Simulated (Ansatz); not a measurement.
Two members of one family (Series AsH2X), computed with Ansatz in the gas phase. The two geometries come from different levels. Binding counts from free atoms in the multiplicity of their measured ground term, without zero-point energy. The structures are stationary points that may keep the symmetry of their start.

First: AsH2(NMe2) (singlet, charge 0, B3LYP-D4/def2-SVP geometry).

```xyz
12

As    1.4561    0.8100    0.9972
H     0.3728    1.6912    1.6797
H     1.4318   -0.1712    2.1734
N     0.3724   -0.2350   -0.1056
C    -0.8558   -0.7635    0.4498
C     0.2275    0.2645   -1.4610
H    -1.6373    0.0125    0.6170
H    -0.6632   -1.2553    1.4154
H    -1.2822   -1.5199   -0.2341
H     1.1964    0.6209   -1.8461
H    -0.1139   -0.5506   -2.1251
H    -0.5046    1.0965   -1.5606
```

```
             level  HOMO (eV)  LUMO (eV)  gap (eV)  binding per atom (eV)
  B97M-V/def2-TZVP      -5.49      -0.63      4.86                   3.51
    B3LYP-D4/6-31G      -5.79       0.08      5.87                   3.42
  PBE0-D4/def2-SVP      -6.26       0.36      6.62                   3.53
BHLYP-D4/def2-TZVP      -7.66       0.97      8.62                   3.42
 ωB97X-V/def2-TZVP      -8.75       2.13     10.89                   3.52
```

Second: AsH2(iPr) (singlet, charge 0, r2SCAN-D4/def2-SVP geometry).

| atom | x (Å) | y (Å) | z (Å) |
| --- | --- | --- | --- |
| As1 | 1.105 | -0.820 | -1.368 |
| H2 | 2.014 | 0.353 | -1.729 |
| H3 | 2.192 | -1.456 | -0.504 |
| C4 | 0.197 | 0.122 | 0.154 |
| C5 | -0.543 | -0.902 | 1.009 |
| C6 | -0.741 | 1.190 | -0.402 |
| H7 | 0.984 | 0.603 | 0.758 |
| H8 | 0.137 | -1.658 | 1.432 |
| H9 | -1.312 | -1.432 | 0.422 |
| H10 | -1.056 | -0.406 | 1.853 |
| H11 | -1.259 | 1.716 | 0.419 |
| H12 | -0.201 | 1.946 | -0.994 |
| H13 | -1.516 | 0.744 | -1.050 |

Problem. Estimate how these quantities change from the first to the second (second minus first).

Solution. 
| level | Δ HOMO (eV) | Δ LUMO (eV) | Δ gap (eV) | Δ binding per atom (eV) |
| --- | --- | --- | --- | --- |
| B97M-V/def2-TZVP | -0.81 | 0.21 | 1.02 | 0.19 |
| B3LYP-D4/6-31G | -0.93 | 0.45 | 1.38 | 0.22 |
| PBE0-D4/def2-SVP | -0.77 | 0.24 | 1.02 | 0.20 |
| BHLYP-D4/def2-TZVP | -0.41 | 0.07 | 0.48 | 0.20 |
| ωB97X-V/def2-TZVP | -0.60 | 0.08 | 0.69 | 0.18 |
